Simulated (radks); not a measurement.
Values are calculated unless marked as measured or tabulated.
Removal energies from the iron ion Fe7+, [Ar] 3d(3/2: 1, 5/2: 0), by Delta-SCF beside the eigenvalue of the level emptied. Level of theory: Dirac Kohn-Sham, relativistic LDA (MacDonald-Vosko exchange, VWN5 correlation), spin-unpolarised, spherical densities, finite nucleus; Fermi nuclear charge, rms radius of each element as measured or else 0.836 A^(1/3) + 0.57 fm (a radial shooting solver on a logarithmic mesh with Libxc functionals). Sub-shells are occupied by j as written (lower j first in brackets).

\begin{tabular}{lrrr}
removed from & final configuration & Delta-SCF (eV) & -eigenvalue (eV) \\ \hline
3d3/2 & [Ar] & 151.33 & 137.32 \\
3p3/2 & [Ne] 3s2 3p(1/2: 2, 3/2: 3) 3d(3/2: 1, 5/2: 0) & 205.38 & 191.56 \\
3p1/2 & [Ne] 3s2 3p(1/2: 1, 3/2: 4) 3d(3/2: 1, 5/2: 0) & 207.37 & 193.46 \\
3s1/2 & [Ne] 3s1 3p6 3d(3/2: 1, 5/2: 0) & 241.10 & 227.05 \\
\end{tabular}
